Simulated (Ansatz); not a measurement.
C2H8FGaSi, SMILES `C[SiH]([GaH2])CF` at its PBE0-D4/def2-TZVP geometry, where that method's forces vanish. Charge 0, multiplicity 1.

```xyz
13

C    -1.8986   -0.2791    0.4494
Si   -0.0455   -0.5769    0.4079
Ga    1.0765   -0.6992   -1.7228
C     0.9183    1.0406    0.7793
F     1.6094    1.3617   -0.4317
H    -2.2303    0.0334    1.4427
H    -2.4397   -1.1920    0.1889
H    -2.1819    0.4932   -0.2693
H     0.3094   -1.5827    1.4517
H     2.5051   -1.3434   -1.8470
H     0.3968   -0.1013   -3.0105
H     1.6852    0.9385    1.5496
H     0.2953    1.9071    1.0119
```

(1) What forces (eV/Å) does r2SCAN-D4/def2-TZVPP give on these atoms in the Gaussian-basis code of Ansatz? (Best estimate.)

Answers

(1) Ansatz gave: 
```
C1  -0.013 -0.006 -0.006
Si2  0.019 -0.055 -0.035
Ga3  0.027  0.027  0.000
C4  -0.191 -0.120  0.337
F5   0.208  0.084 -0.383
H6  -0.006 -0.004 -0.019
H7  -0.005  0.028  0.008
H8  -0.007 -0.016  0.018
H9  -0.005  0.009 -0.006
H10 -0.103  0.061 -0.002
H11  0.065 -0.037  0.092
H12  0.001  0.020 -0.006
H13  0.011  0.009  0.002
```
